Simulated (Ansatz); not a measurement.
This geometry of BFH₂S₂ (6 atoms, charge 0, multiplicity 1) is a first-order saddle point.

Method: RKS PBE-D4/6-31G in Ansatz 0.2.0.

```xyz
6
Properties=species:S:1:pos:R:3
B -0.786 0.371 -0.293
S 0.481 -0.895 0.915
S -0.166 0.275 -1.923
H 0.921 -0.791 -0.543
F -1.786 0.968 0.406
H 1.335 0.072 1.439
```

**Question.** Which two structures does it join? (They come from a converged band through this point; their orientation in space is the band's.)

**Answer.** Bonds broken: B1–S2, S3–H4. Bonds formed: S2–H4. BFH2S2 becomes BFS + H2S.

Image 0:

```xyz
6
Properties=species:S:1:pos:R:3
B -0.675 0.310 0.057
S 0.144 -0.118 1.658
S -0.048 0.074 -1.666
H 1.176 -0.504 -1.365
F -1.921 0.884 0.162
H 1.324 -0.645 1.154
```

Image 10:

```xyz
6
Properties=species:S:1:pos:R:3
B -1.175 0.579 -0.609
S 0.716 -0.950 0.762
S -0.943 0.288 -2.237
H 1.712 -0.788 -0.188
F -1.663 1.050 0.545
H 1.352 -0.179 1.726
```

**Question.** How far does it lie above each of them?

**Answer.** 35.9 kcal/mol above the first and 6.8 kcal/mol above the second. This is the barrier of this one path; another mechanism may lie lower. The orbitals stay closed-shell, which can raise the energy where a bond breaks towards radicals; this wasn't checked here. Limits of this set-up: no polarisation functions.

Run time: 12 min on 1 CPU thread of a shared host.
